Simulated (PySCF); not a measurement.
CH8GeO3Si, SMILES O[Si](O)(O)[CH2][GeH3], CAM-B3LYP/def2-SVP optimised geometry.

```
14

Si    -0.22     0.60     0.00
O     -0.86    -0.13    -1.34
O     -0.62     2.20     0.00
O      1.44     0.60     0.00
C     -0.92    -0.35     1.43
Ge    -0.81    -2.29     1.23
H     -0.77     0.34    -2.18
H      0.11     2.82     0.15
H      1.89    -0.25     0.01
H     -0.39    -0.06     2.35
H     -1.98    -0.08     1.56
H      0.57    -2.68     0.67
H     -1.89    -2.82     0.28
H     -0.98    -2.98     2.60
```

Density from CAM-B3LYP/def2-TZVP in PySCF at that geometry.

Minimum of the electron density along straight lines between bonded atoms, close to the bond critical point (lines longer than 1.1 times the sum of covalent radii, or with two minima, are not listed):

```tsv
bond	length / Å	ρ at the minimum / e bohr⁻³	∇²ρ there / e bohr⁻⁵	position (fraction from the first atom)
Si1–O2	1.653	0.139	0.77	0.41
Si1–O3	1.652	0.140	0.77	0.41
Si1–O4	1.660	0.136	0.76	0.41
Si1–C5	1.849	0.130	…	0.39
C5–Ge6	1.960	0.125	…	0.53
O2–H7	0.963	0.352	-2.38	0.81
O3–H8	0.963	0.351	-2.39	0.81
O4–H9	0.963	0.352	-2.39	0.81
C5–H10	1.101	0.266	-0.86	0.64
C5–H11	1.101	0.265	-0.86	0.64
Ge6–H12	1.542	0.131	0.07	0.59
Ge6–H13	1.532	0.135	…	0.59
Ge6–H14	1.539	0.133	0.07	0.59
```

Some entries are withheld; supply them.


- Si1–C5, ∇²ρ there / e bohr⁻⁵: 0.17
- C5–Ge6, ∇²ρ there / e bohr⁻⁵: 0.09
- Ge6–H13, ∇²ρ there / e bohr⁻⁵: 0.05
